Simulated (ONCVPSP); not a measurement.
Scattering properties, ONCV potential for Ba

Ba, optimised norm-conserving Vanderbilt (ONCV), made with ONCVPSP 4.0.1 (Wu-Cohen, scalar-relativistic). Core [Kr] 4d10, reference 5s2 5p6 6s1 (charge +1). Waves: 5s+6s: rc 2.85 bohr, ncon 4, nbas 7, qcut 4 1/bohr, 2 projectors; 5p: rc 2.50 bohr, ncon 3, nbas 6, qcut 6.9 1/bohr, 1 projector; d scattering state at 0.27 Ha: rc 3.10 bohr, ncon 3, nbas 6, qcut 3.2 1/bohr, 1 projector. Local part: polynomial inside 2.30 bohr (lpopt 5, dvloc0 -1 Ha). Core correction: Teter function, fcfact 4.5, rcfact 1.8.

In the d channel the program set the typed energies aside and used 0.050 Ha.

The phase is arctan(r·R′/R) of the radial function R(r), unwrapped; energies in Ha, scanned from -3 to 5 Ha. A pole is an energy at which the radial function vanishes at the test radius. The pseudo phase is shifted by a multiple of π to meet the all-electron one at the reference energy, and phase errors are pseudo minus all-electron; the curves can meet again beyond the range given. Levels narrower than the energy grid can be missing from the lists of poles.

| channel | radius (bohr) | reference energy (Ha) | poles, all-electron | poles, pseudo | unbroken range about the reference energy with phases within 0.05 rad | phase error 1 Ha above the reference energy (rad) |
| --- | --- | --- | --- | --- | --- | --- |
| s | 2.89 | -0.28 | -1.35, 1.70 | -1.35, 1.53, 2.54 | below 1.7 | -0.005 |
| p | 2.53 | -0.90 | -0.46, 3.75 | -0.47, 2.11 | below 0.2 | -0.036 |
| d | 3.14 | 0.05 | 0.16, 2.72 | 0.16, 2.50 | below 1.0 | -0.049 |

Phases in the p channel:

```
E (Ha)  all-electron  pseudo
 -2.98         1.327   1.326
 -2.76         1.308   1.306
 -2.54         1.283   1.281
 -2.32         1.249   1.247
 -2.10         1.202   1.199
 -1.88         1.127   1.123
 -1.66         0.992   0.985
 -1.44         0.677   0.665
 -1.22        -0.194  -0.208
 -1.00        -1.062  -1.063
 -0.78        -1.381  -1.381
 -0.56        -1.526  -1.529
 -0.34        -1.616  -1.625
 -0.12        -1.688  -1.706
  0.10        -1.758  -1.794
  0.32        -1.839  -1.919
  0.54        -1.952  -2.163
  0.76        -2.143  -2.837
  0.98        -2.533  -3.893
  1.20        -3.285  -4.324
  1.42        -3.934  -4.496
  1.64        -4.239  -4.590
  1.86        -4.391  -4.654
  2.08        -4.481  -4.706
  2.30        -4.540  -4.755
  2.52        -4.582  -4.808
  2.74        -4.615  -4.877
  2.96        -4.642  -4.989
  3.18        -4.664  -5.232
  3.40        -4.684  -6.030
  3.62        -4.702  -7.124
  3.84        -4.719  -7.473
  4.06        -4.736  -7.607
  4.28        -4.753  -7.678
  4.50        -4.771  -7.723
  4.72        -4.791  -7.756
  4.94        -4.814  -7.781
```
